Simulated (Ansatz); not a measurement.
```yaml
crystal:
  periodic: [false, false, false]
  atoms:
    - {symbol: Li, position_ang: [-1.083568, 1.624904, -1.848188]}
    - {symbol: Li, position_ang: [1.063855, 2.583134, 0.127916]}
    - {symbol: Li, position_ang: [-1.776954, 1.713321, 1.113105]}
    - {symbol: Li, position_ang: [0.901426, -2.537178, 0.379028]}
    - {symbol: Li, position_ang: [-0.758565, -0.984630, 2.497037]}
    - {symbol: Li, position_ang: [-0.289776, -1.453925, -2.401959]}
    - {symbol: Li, position_ang: [2.164927, -0.057938, 1.616670]}
    - {symbol: Li, position_ang: [-0.028624, 0.011536, -0.008338]}
    - {symbol: Li, position_ang: [2.387379, 0.202505, -1.409673]}
    - {symbol: Li, position_ang: [-2.471906, -1.118123, -0.003201]}
basis:
  gaussian: {orbitals: def2-SVPD, fitting: {mean_field: def2-universal-jkfit}, point_charges: [{charge: 1.00, position_ang: [7.226, -0.941, -0.995]}]}
total_charge: 2
hamiltonian: {xc: {name: wB97}}
scf: {omitted_lower_state_checks: [starts]}
```

```sh
$ ansatz run in.yaml --threads 4 --pin off --events-out ev --progress --plain --max-ram 3916MiB
```

Output, abridged:

```
Functional definition: wB97
510 factors; integrals over basis functions are off by at most 2.6e-2 eV
510 factors; integrals over basis functions are off by at most 3.5e-3 eV
mean field evaluation 1: about -2023.7191 eV, gradient 2.5e1 eV
mean field evaluation 2: about -2026.9823 eV, gradient 8.6e0 eV
mean field evaluation 4: about -2027.5457 eV, gradient 4.5e-1 eV
mean field evaluation 8: about -2027.5448 eV, gradient 3.4e-2 eV
mean field evaluation 16: about -2027.5449 eV, gradient 7.6e-5 eV
mean field -2027.54489316 eV, -74.5109005044 hartree, gradient 7.7e-5 eV, S^2 0.000000; 0 other end points of the search recorded, 0 dependent functions left out
reference -2027.54486546 eV, -74.5108994864 hartree; 14, 14 occupied and 106, 106 virtual orbitals, 510 factors
Total energy: -2027.54486546 eV, -74.5108994864 hartree
Checks for a lower state left out: starts
```

Run time 3.8 s (4 threads of Intel Xeon Platinum 8488C on a shared host).
